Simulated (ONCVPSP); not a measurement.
Transferability test, ONCV potential for Cr

- Element: chromium
- Generator: ONCVPSP 4.0.1
- Type: optimised norm-conserving Vanderbilt (ONCV)
- Functional: LDA (Perdew-Wang 92)
- Relativity: fully relativistic
- Frozen core: [Ne]
- Valence charge: 14
- Reference configuration: 3s2 3p6 3d5 (charge +1)
- Partial waves: 3s: rc 0.90 bohr, ncon 5, nbas 10, qcut 5.8 1/bohr, 2 projectors, debl 0.5 Ha; 3p: rc 1.35 bohr, ncon 3, nbas 7, qcut 10.8 1/bohr, 1 projector; 3d: rc 1.30 bohr, ncon 4, nbas 9, qcut 12.3 1/bohr, 2 projectors, debl 3.9 Ha
- Local potential: polynomial inside 0.75 bohr (lpopt 2, dvloc0 0 Ha)
- Core correction: none

Open shells are filled in proportion to 2j + 1.

In the s channel the program set the typed energies aside and used -2.963, 0.250 Ha.

Energies are relative to the spin-unpolarised reference configuration 3s2 3p6 3d5; without spin polarisation the order of configurations can differ from experiment. Not all tests gave a result: 1 of 4 tests not solved or not reliable.

```json
{"valence configuration": "3s2 3p6 3d5 4s1", "charge": "0", "ΔE all-electron (eV)": "-7.133", "error AE − PS (meV)": "+0.8"}
{"valence configuration": "3s2 3p6 3d4", "charge": "+2", "ΔE all-electron (eV)": "16.343", "error AE − PS (meV)": "+3.9"}
{"valence configuration": "3s2 3p6 3d3", "charge": "+3", "ΔE all-electron (eV)": "47.373", "error AE − PS (meV)": "+44"}
```
